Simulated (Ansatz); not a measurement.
`NC[SiH](N)N` → C• + 9 H• + 3 N• + Si•  (atomization)

Gas-phase electronic energies from Ansatz, PBE0-D4/def2-TZVP geometries. CCSD(T)/CBS is the MP2 limit (def2-TZVPP, def2-QZVPP) plus CCSD(T) − MP2 in def2-TZVPP, frozen cores. This one scheme is used for every species, atoms too. DFT in def2-TZVPP. HSE06 is defined as in plane-wave codes. Open shells (•) are unrestricted, without spin–orbit coupling. Spin–orbit coupling would lower the free atoms: a little for C, Si. One conformer a species, not always the lowest.

What is ΔE at CCSD(T)/CBS? (Estimate.)

The calculation gave: +51.35 eV.

What do these levels give: revPBE-D4, PBE0-D4, HSE06-D4, revPBE, r2SCAN, r2SCAN0, HSE06, LC-ωPBE, HF/def2-SVP, CCSD/def2-SVP, CCSD(T)/def2-SVP, CCSD/CBS(def2)? (Best estimate.)

Ansatz gave: revPBE-D4 50.93, PBE0-D4 51.18, HSE06-D4 51.22, revPBE 50.03, r2SCAN 50.91, r2SCAN0 50.16, HSE06 50.99, LC-ωPBE 51.04, HF/def2-SVP 35.14, CCSD/def2-SVP 46.81, CCSD(T)/def2-SVP 47.27, CCSD/CBS(def2) 50.63 eV.

Largest T1 diagnostic among the species: 0.012.

At CCSD(T), def2-SVP lies −4.07 eV from the extrapolated value and def2-TZVPP −1.67 eV: correlation converges slowly with the basis, and small sets miss more of it in the bonded molecule than in its fragments. The D4 term adds +0.47 eV with B3LYP and +0.25 eV with PBE0; it sums over pairs of atoms, weighted by their polarisabilities, and B3LYP, whose exchange is more repulsive, gets the larger term.

B3LYP here is the variant with VWN-RPA as its local correlation; programs differ in this.

For atomizations the MP2-based limit and the directly extrapolated one differ by several kJ/mol either way, and by 10 to 25 for some Ge, Se and Sn compounds, so smaller differences from it don't rank the levels.
